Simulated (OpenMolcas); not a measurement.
# Lines of N⁺: computed and rescaled rates

```yaml
Program: OpenMolcas 26.06
Method: "MS-RASPT2, IPEA 0.25 Eh, imaginary shift 0.1 Eh (closed shells correlated: 1s)"
Basis: ANO-RCC [8s7p4d3f2g]
Scalar_Hamiltonian: DKH2, point nucleus
Active_space: 4 electrons in 9 orbitals (RAS2 2s 2p; RAS3 3d, at most 2 electrons)
State_averaging: 2S+1 = 3 even, 6 roots; 2S+1 = 1 even, 11 roots; 2S+1 = 5 odd, 1 root; 2S+1 = 3 odd, 9 roots; 2S+1 = 1 odd, 8 roots
Spin-orbit_coupling: state interaction with AMFI integrals over the reference wave functions, term energies averaged over their components
```

Rates come from the transition moments of the reference wave functions (E1 and E2 in the length form). At fixed line strength A goes as λ^-3 for E1 and M1 and as λ^-5 for E2, so a rate at the computed wavelength can be rescaled to the measured one. Measured vacuum wavelengths follow from level energies in NIST Handbook of Basic Atomic Spectroscopic Data. Branching counts decays inside the model space alone, at computed energies, and the table is only a selection of the E2 and M1 lines, drawn from those between levels with measured partners whose computed energy lies within a factor of 1.5 of the measured one.

```
      Upper        Lower  Type  λ computed (nm)  λ measured (nm)  A computed (s-1)  A rescaled (s-1)  Branching %
2s² 2p² ¹S₀  2s² 2p² ¹D₂    E2            578.5            575.6          1.11e+00          1.14e+00         97.5
2s² 2p² ¹S₀  2s² 2p² ³P₁    M1            305.2            306.4          2.81e-02                            2.5
2s² 2p² ¹D₂  2s² 2p² ³P₂    M1            649.8            658.5          2.37e-03                           74.5
2s² 2p² ¹D₂  2s² 2p² ³P₁    M1            646.1              655          8.03e-04                           25.3
```

Spin-changing lines and M1 lines between different terms are not rescaled, since their strength hangs on the term gaps too.

The largest correction is for 2s² 2p² ¹S₀ → 2s² 2p² ¹D₂ (E2): 1.11e+00 × (578.5 / 575.6)^5 = 1.14e+00 s-1, a factor of 1.03.

The computed rate and branching of 2s² 2p² ¹S₀ → 2s² 2p² ¹D₂ give the upper level a radiative lifetime of 0.975 / 1.11e+00 s-1 = 8.78e-01 s, counting decays inside the model space alone. The rescaled rate gives about 8.6e-01 s.

No measured rate stands beside these. Rescaling mends the energy factor alone: line strengths can still be far off where a level mixes with configurations outside the active space, and weak or spin-changing lines hang on small mixing coefficients that depend on the term gaps too, so rescaling need not improve them.

CASPT2 breaks the degeneracy within a term, and the mean is taken; among the terms shown or strongly mixed into the levels shown the widest spread is 26 cm-1 (2s² 2p² ¹D). Active for correlation alone: 3d; no level in the range computed is led by a configuration that fills it, so any true level of that kind is missing. Computed and measured levels are paired by configuration, term and J; levels that our copy of the source lacks, or whose pairing is in doubt (as where it misses far off the trend of its configuration), stay unpaired. Levels of configurations outside the active space are missing.
